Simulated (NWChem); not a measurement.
# AlAsH4; SMILES [AlH2][AsH2]

```xyz
6

Al     0.0698    -1.7937    -0.0038
As     0.1283     0.6357     0.0686
H     -0.6677     0.7463    -1.2276
H      1.4780     0.6775    -0.6406
H      1.3672    -2.6258     0.3917
H     -1.2965    -2.5388    -0.3353
```
Atoms are numbered in this order, from 1.

Results from NWChem. STO-3G and 3-21G are far too small for this property and stand as cheap habits. Structure relaxed at the PBE0/def2-SVP level. GIAO values for the isolated, static molecule; σ is the absolute isotropic shielding, δ = σ(reference) − σ with the isolated reference molecule computed at the same levels (1H: tetramethylsilane).

For level Hartree-Fock/STO-3G:

| Quantity | Value |
|---|---|
| σ Al1 (ppm) | 329.7 |
| σ As2 (ppm) | 2605.4 |
| δ H3 (ppm) | -0.55 |
| δ H5 (ppm) | 3.04 |

### Question
Estimate the same quantities for level LDA (Slater exchange, VWN5)/pcSseg-1.

### Answer
The σ Al1 (ppm) comes out as 163.1, the σ As2 (ppm) is 1852.6 and the δ H3 (ppm) is 2.29. The δ H5 (ppm) is 6.87.
